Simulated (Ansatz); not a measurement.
Cartesian coordinates in Å:
```
C -1.0472 -0.6251 1.8450
C -0.3675 -0.1987 0.5839
C -1.0662 0.1530 -0.5657
C -0.4113 0.5453 -1.7240
C 0.9733 0.5933 -1.7533
C 1.7001 0.2488 -0.6233
C 1.0172 -0.1366 0.5110
F 1.7242 -0.4696 1.6035
H -0.7454 -1.6345 2.1357
H -2.1303 -0.6126 1.7212
H -0.7879 0.0343 2.6771
H -2.1505 0.1163 -0.5454
H -0.9844 0.8133 -2.6035
H 1.4931 0.8985 -2.6536
H 2.7828 0.2742 -0.6086
```

Charge 0, multiplicity 1.

Question: List the r2SCAN/def2-TZVPP orbital energies in eV (Ansatz). (Estimate.)

Answer: Ansatz gave: Occupied: -666.61, -275.27, -273.55, -273.30, -273.28, -273.26, -273.16, -273.11, -32.30, -22.71, -20.44, -19.52, -18.02, -16.01, -15.48, -13.83, -12.62, -12.36, -11.86, -11.16, -10.63, -10.53, -10.12, -9.81, -9.06, -9.01, -8.46, -6.53, -6.13. Lowest empty: -1.04, -0.78, 1.43, 1.69, 2.53, 2.94, 3.09, 3.38.
